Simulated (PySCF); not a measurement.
Pb(H)(NMe2) (C2H7NPb), SMILES C[N](C)[PbH] (connectivity only; charge and spin as stated), neutral, multiplicity 1.

Geometry: B3LYP-D3(BJ)/def2-SVP. The def2 effective core potentials stand for the cores of Pb; spin–orbit coupling is left out.

All values below come from IEF-PCM-PBE0/def2-SVP (PySCF).

The values are the electrostatic part of the solvation free energy, E(continuum) − E(gas) at the gas-phase geometry, in a cavity of scaled van der Waals radii (PySCF's table); cavitation and dispersion terms are not included. A continuum can't describe solvent molecules that bind to the metal. In vacuum the orbital gap is 3.99 eV. The dipole moment in vacuum is 1.01 D.

```tsv
solvent	ε	ΔG(elec) (kcal/mol)	dipole (D)	gap (eV)
water	78.36	-2.6	1.76	4.13
benzene	2.27	-1.1	1.27	4.05
tetrahydrofuran	7.43	…	…	…
```

Some entries are withheld; supply them. (The exact figures need the calculation; the answer reports its results.)


- tetrahydrofuran, ΔG(elec) (kcal/mol): -2.1
- tetrahydrofuran, dipole (D): 1.57
- tetrahydrofuran, gap (eV): 4.10
